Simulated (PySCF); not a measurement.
Polarisability and C₆ of He⁺ (helium, charge +1)

1s1, 2S determinant. Calculation: PySCF 2.14, in def2-TZVPPD; no relativity, point nucleus. Coupled (time-dependent) response in atomic units; α is the mean over directions.

| method | mean α (bohr³) | C₆ (like pair) | S(−4) |
| --- | --- | --- | --- |
| UHF | 0.2834 | 0.1031 | 0.1053 |

S(−4) is the Cauchy moment in α(ω) = α(0) + S(−4) ω² + …

α(iu) at UHF:

```tsv
u (hartree)	α(iu) (bohr³)
0	0.2834
0.0500	0.2831
0.100	0.2823
0.200	0.2792
0.300	0.2742
0.500	0.2595
0.750	0.2352
1.00	0.2084
1.50	0.1587
2.00	0.1201
3.00	0.07217
5.00	0.03245
```

A single London oscillator, α(iu) = α/(1 + u²/ω²), gives C₆ = (3/4) ω α². Matching the computed C₆ needs ω = 4 × 0.1031 / (3 × 0.2834²) = 1.71 hartree.

For a non-relativistic one-electron ion the exact value is 9/(2Z⁴) = 0.2812 bohr³; Hartree-Fock is exact here up to the basis.

For an ion, C₆ is the dispersion term alone; charge-induced terms of lower order in 1/R come first.
